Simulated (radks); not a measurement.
Problem. Valence configurations of the iridium ion Ir+ (all share [Xe]). Method: Dirac Kohn-Sham, BLYP, spin-unpolarised, spherical densities, point nucleus; open shells are shared between the two j in proportion to 2j + 1; computed with a radial shooting solver on a logarithmic mesh with Libxc functionals. Order these by energy: 4f14 5d6.5 6s1.5; 4f14 5d6 6s1 6p1; 4f13 5d7 6s1.5 6p0.5; 4f13.5 5d7 6s1 6p0.5; 4f14 5d6 6s2; 4f13 5d7 6s1 6p1; 4f14 5d6.5 6s0.5 6p1; 4f14 5d7 6s0.5 6p0.5; 4f14 5d5 6s2 6p1; 4f14 5d7 6s1.

Solution. From the lowest, in eV above it: 4f14 5d7 6s1 0.000; 4f14 5d6.5 6s1.5 0.950; 4f14 5d6 6s2 2.186; 4f14 5d7 6s0.5 6p0.5 3.148; 4f14 5d6.5 6s0.5 6p1 7.525; 4f14 5d6 6s1 6p1 8.978; 4f14 5d5 6s2 6p1 12.809; 4f13.5 5d7 6s1 6p0.5 33.123; 4f13 5d7 6s1.5 6p0.5 66.322; 4f13 5d7 6s1 6p1 69.830. NIST lists [Xe] 4f14 5d7 6s1 as the ground configuration; this level of theory agrees among the configurations tried. The energies are those of spherical spin-averaged densities, not of single terms.
